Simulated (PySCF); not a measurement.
## RuS₂: from structure and modes to constants

Level of theory: UPBE0 in PySCF with Ru def2-SVP with ECP28, S def2-SVP; scalar-relativistic core potentials, no spin–orbit coupling; density-fitted integrals.

The quintet minimum has C2v symmetry. Masses (u): Ru 101.90435, S 31.97207.

```xyz
3
charge 0 multiplicity 5, angstrom
Ru    0.0000    0.0000   -0.4627
S     1.7159    0.0000    0.7384
S    -1.7159    0.0000    0.7384
```

Harmonic wavenumbers (cm⁻¹): 160.5 (a1, ×1), 510.3 (b2, ×1), 518.3 (a1, ×1).

**Question.** Find the principal moments of inertia and the rotational constants. What kind of rotor is it?

**Answer.** About the centre of mass I = 56.682, 188.28, 244.96 u Å². With B = 16.8576/I this gives 0.2974, 0.08953, 0.06882 cm⁻¹. The molecule is an asymmetric top with κ = -0.82.

**Question.** What is the harmonic zero-point energy?

**Answer.** Half the sum of all 3 wavenumbers, 1189/2 = 595 cm⁻¹, which is 7.1 kJ/mol (1 cm⁻¹ = 0.0119627 kJ/mol).

**Question.** Find the vibrational entropy and heat capacity at 298.15 K.

**Answer.** With u = 1.43878 ω/T, each mode gives S = R[u/(eᵘ−1) − ln(1−e⁻ᵘ)] and C = R u² eᵘ/(eᵘ−1)².
| ω (cm⁻¹) | u | S (J/(mol K)) | C (J/(mol K)) |
| --- | --- | --- | --- |
| 160.5 | 0.775 | 10.64 | 7.91 |
| 510.3 | 2.462 | 2.65 | 5.13 |
| 518.3 | 2.501 | 2.57 | 5.06 |
The sums over all modes are S = 15.9 and C = 18.1 J/(mol K); the softest mode gives 67 % of the entropy.

**Question.** Give the standard entropy (298.15 K, 1 bar) by its translational, rotational, vibrational and spin parts, and Cp.

**Answer.** Sackur–Tetrode with M = 165.85 u gives 172.6; rotation with symmetry number 2 gives 104.2; vibration 15.9; spin R ln 5 = 13.4. The total is 306.0 J/(mol K), and Cp = 4 R + 18.1 = 51.4 J/(mol K).

Other isomers or separated fragments may lie lower. Open d and f shells are described by one determinant, and the ground state may have another occupation or spin.
